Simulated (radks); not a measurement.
All-electron atom: Ir31+ in [Kr] 4d10. All-electron calculation, scalar-relativistic Kohn-Sham, LB94 model potential, spin-polarised, spherical densities, finite nucleus; Fermi nuclear charge, rms radius 5.4032 fm. Program: a radial shooting solver on a logarithmic mesh with Libxc functionals. Some entries of the table are withheld. Estimate them.

| orbital | occ. | eigenvalue (hartree) | r(max) (bohr) |
|---|---|---|---|
| 1s | 2 | -2848.539 | 0.01082 |
| 2s | 2 | -534.3488 | 0.06225 |
| 2p | 6 | -470.1270 | 0.05133 |
| 3s | 2 | (1) | 0.1755 |
| 3p | 6 | -139.4746 | (2) |
| 3d | 10 | -118.7849 | 0.1419 |
| 4s | 2 | (3) | (4) |
| 4p | 6 | -57.04370 | 0.4001 |
| 4d | 10 | -49.15039 | 0.3988 |

Answer. 
(1) 3s eigenvalue (hartree): -158.3006
(2) 3p r(max) (bohr): 0.1742
(3) 4s eigenvalue (hartree): -63.66606
(4) 4s r(max) (bohr): 0.3849
